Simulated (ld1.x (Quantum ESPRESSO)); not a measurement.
## u(r) = r·R(r): atom against pseudo-atom (samarium)

Columns: radius, all-electron u(r) and pseudo u(r) of the 6p shell (level -1.19 eV) of samarium in the configuration [Kr] 4d10 4f5 5s2 5p6 5d1.5 6s1.5 6p0; PBEsol, scalar-relativistic, PAW scheme, ld1.x (Quantum ESPRESSO) 7.5.

```
r (bohr)  all-electron   pseudo
   0.202       -0.0693  -0.0369
   0.405        0.0923  -0.1356
   0.607        0.0677  -0.2622
   0.810       -0.0575  -0.3763
   1.012       -0.1511  -0.4411
   1.215       -0.1851  -0.4391
   1.418       -0.1700  -0.3731
   1.620       -0.1238  -0.2648
   1.822       -0.0614  -0.1416
   2.025        0.0075  -0.0268
   2.228        0.0761   0.0668
   2.430        0.1404   0.1395
   2.632        0.1990   0.1990
   2.835        0.2514   0.2514
   3.037        0.2970   0.2970
   3.240        0.3362   0.3362
   3.442        0.3690   0.3690
   3.645        0.3960   0.3960
   3.847        0.4174   0.4174
   4.050        0.4338   0.4338
   4.252        0.4454   0.4454
   4.455        0.4528   0.4528
   4.658        0.4564   0.4564
   4.860        0.4566   0.4566
   5.062        0.4539   0.4539
   5.265        0.4487   0.4487
```

Problem. How many radial nodes do the two functions have?

Solution. The all-electron 6p function has n − l − 1 = 4 (the table is too coarse to show those close to the nucleus); the pseudo-wave has 1, since 1 lower shell of the same l stays in the valence.

Problem. At about which radius was the pseudo-wave matched?

Solution. 2.70 bohr, where the columns begin to agree (steps of 0.20 bohr).

Problem. Is the pseudo-wave norm-conserving?

Solution. No, it belongs to a PAW set: the norm inside the radius is not constrained, and the difference is carried by the augmentation charge.
